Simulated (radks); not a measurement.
Excited configurations of the chromium ion Cr3+: one electron is placed in a higher orbital outside [Ar] 3d2. The ground configuration is [Ar] 3d3. All-electron calculation, Dirac Kohn-Sham, BLYP, spin-unpolarised, spherical densities, finite nucleus; open shells fill j = l - 1/2 first; Fermi nuclear charge, rms radius 3.6452 fm. Program: a radial shooting solver on a logarithmic mesh with Libxc functionals. Excitation = E - E(ground); binding = E(ion) - E, where the ion is the core of charge +4; n* = 4/sqrt(2 binding) in atomic units, and the quantum defect is n - n*.

| outer orbital | excitation (eV) | binding (eV) | n* | quantum defect | eigenvalue (eV) | <r> (bohr) |
|---|---|---|---|---|---|---|
| 4p1/2 | 18.578 | 29.801 | 2.703 | 1.297 | -25.686 | 2.618 |
| 6d3/2 | 40.180 | 8.198 | 5.153 | 0.847 | -7.223 | 9.494 |
| 7d3/2 | 42.483 | 5.896 | 6.076 | 0.924 | -5.238 | 13.53 |
| 7f5/2 | 43.399 | 4.980 | 6.612 | 0.388 | -4.396 | 15.41 |

Estimate the row for 6s1/2.

Answer. excitation (eV) 37.147; binding (eV) 11.232; n* 4.402; quantum defect 1.598; eigenvalue (eV) -9.999; <r> (bohr) 7.422. The Delta-SCF ionisation energy is 48.378 eV (NIST Atomic Spectra Database: 49.16 eV, semi-empirical). Self-interaction in the functional shifts the binding energies and quantum defects, so they are the method's values and not measured ones. Spin polarisation and multiplet splitting are left out, so open shells lie too high by an amount that depends on their filling.

Beside tabulated values, note that spin-unpolarised runs miss the spin-polarisation part of the exchange energy of open shells.
